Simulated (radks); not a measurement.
The numbers below are computed, except where a source is named.
Pt2-, 80 electrons, occupied as [Hg]. Code: a radial shooting solver on a logarithmic mesh with Libxc functionals. Model: scalar-relativistic Kohn-Sham, PBE, spin-polarised, spherical densities, point nucleus; Watson sphere of charge +2 and radius 3.91 bohr.

Radial electron density D(r) = 4 pi r^2 rho(r):

r (bohr)   D(r) (e/bohr)
0.0007464          6.330
0.00102            10.12
0.001393           15.93
0.001888           24.28
0.002579           36.34
0.003524           52.28
0.004776           70.73
0.006524           89.87
0.008913           104.0
0.01208            107.7
0.0165             101.2
0.02255            95.58
0.03056            107.3
0.04174            135.0
0.05703            144.6
0.07729            122.4
0.1056             115.8
0.1442             135.0
0.1955             107.5
0.2671             72.76
0.3649             86.17
0.4945             68.31
0.6756             32.58
0.9229             20.70
1.251              13.92
1.709              6.990
2.334              3.368
3.164              1.699
4.322             0.6745
5.905             0.1430
8.003            0.01465
10.93          0.0004943

D(r) has 4 maxima, at r = 0.0114, 0.0531, 0.147, 0.383 bohr, and minima at 0.0222, 0.0944, 0.271 bohr, inside which lie 1.89, 10.98, 29.98 electrons.
